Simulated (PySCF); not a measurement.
## EPR parameters of [C2H6O4Si]-

C₂H₆O₄Si (charge -1 and doublet state).
Z-matrix (Å and degrees, GFN2-xTB geometry), rows numbered from 1:
```
C 
O   1  1.3877
C   2  1.4878  1  114.75
O   3  1.2643  2  117.30  1    -3.15
Si  3  1.8427  2  110.59  1   158.38
O   5  1.6664  3  107.29  2    34.53
O   5  1.6676  3  108.21  2   154.38
H   1  1.1005  2  110.57  3  -117.78
H   1  1.0994  2  108.48  3     2.01
H   1  1.0997  2  110.49  3   121.70
H   5  1.4877  3  132.53  2   -86.51
H   6  0.9536  5  111.49  3   -10.28
H   7  0.9539  5  112.79  3    -0.39
```

The hyperfine couplings belong to this conformer and change with its torsions.

As a line formula: `CO[C]([O-])[SiH](O)O` [radical] (charge -1).

Level of theory: UKS B3LYP, pcH-1 on C H O Si, non-relativistic, mean-field spin-orbit, GIAO (PySCF). Whether the extra electron is bound in the gas phase wasn't checked; a finite basis holds it in any case. The geometry wasn't refined by DFT: couplings that depend on bond lengths, twists or pyramidal angles can differ widely from those at the functional's own minimum, by a factor of two or more for some ions and for spin on atoms past the first row. The SCF solution wasn't tested for stability.

```
g1, g2, g3                      : 2.00175, 2.00376, 2.00534
g_iso                           : 2.00362
Form of g                       : rhombic: the two nearest values differ by 44 % of g3 − g1
⟨S²⟩                            : 0.7529 (exact 0.7500)
HOMO–LUMO gap, α and β orbitals : 3.56, 6.01 eV
```

Isotropic coupling and dipolar principal values T1 to T3, in MHz; ρ(0) is the spin density at the nucleus:

```
atom  isotope  a_iso  of which spin–orbit     T1     T2    T3  Mulliken spin population  ρ(0) (bohr⁻³)
  C1      13C   -1.9                  0.0   -1.2   -0.5   1.6                     -0.01        -0.0017
  O2      17O  -16.6                  0.0  -24.7   11.4  13.3                      0.03         0.0273
  C3      13C   88.3                 -0.1  -38.4  -34.9  73.3                      0.44         0.0786
  O4      17O  -27.2                 -0.1  -97.2   47.8  49.4                      0.26         0.0449
 Si5     29Si  -59.8                  0.3  -34.3   14.8  19.5                      0.20         0.0676
  O6      17O  -10.6                  0.0   -4.0    1.9   2.1                      0.00         0.0174
  O7      17O  -13.0                  0.0   -3.7    1.8   1.9                      0.00         0.0214
  H8       1H   10.2                  0.0   -1.9   -1.6   3.4                      0.01         0.0023
  H9       1H   -0.2                  0.0   -3.9   -2.6   6.5                      0.00        -0.0001
 H10       1H    5.1                  0.0   -1.9   -1.5   3.5                      0.01         0.0011
 H11       1H   60.3                  0.0   -4.5   -2.1   6.6                      0.05         0.0135
 H12       1H    0.6                  0.0   -2.8   -1.8   4.6                      0.00         0.0001
 H13       1H    0.1                  0.0   -3.3   -1.4   4.6                      0.00         0.0000
```

The Mulliken spin populations are largest on C3 (+0.44), O4 (+0.26) and Si5 (+0.20). Three atoms exceed +0.15.

C3, the radical centre as drawn in `CO[C]([O-])[SiH](O)O`, holds a spin population of +0.44 out of 1.

Axes: g3 points within 8° of the O2–C3 bond.

Under fast tumbling the dipolar parts average out, and these isotropic splittings remain: 1 × 1H (H11, I = 1/2, 2 lines) with 2.15 mT and 3 × 1H (H8/H9/H10, I = 1/2, 4 lines) with 0.18 mT.

Nuclei that the bonding pattern makes equivalent are averaged, as if the motion that swaps them (rotation, inversion, ring flip) were fast. The three 1H nuclei of mean +5.0 MHz run from -0.2 to 10.2 MHz in the frozen geometry.

The 29Si coupling of Si5 (-59.8 MHz) shows only in satellite lines or after enrichment, since that isotope makes up about 4.7 % of natural silicon.

The 13C coupling of C3 (88.3 MHz) shows only in satellite lines or after enrichment, since that isotope makes up about 1.07 % of natural carbon.

β density exceeds α density at some nuclei, such as C1 (-0.0017), spin density in bohr⁻³. In a single determinant that takes different orbitals for the two spins, that is spin polarisation.
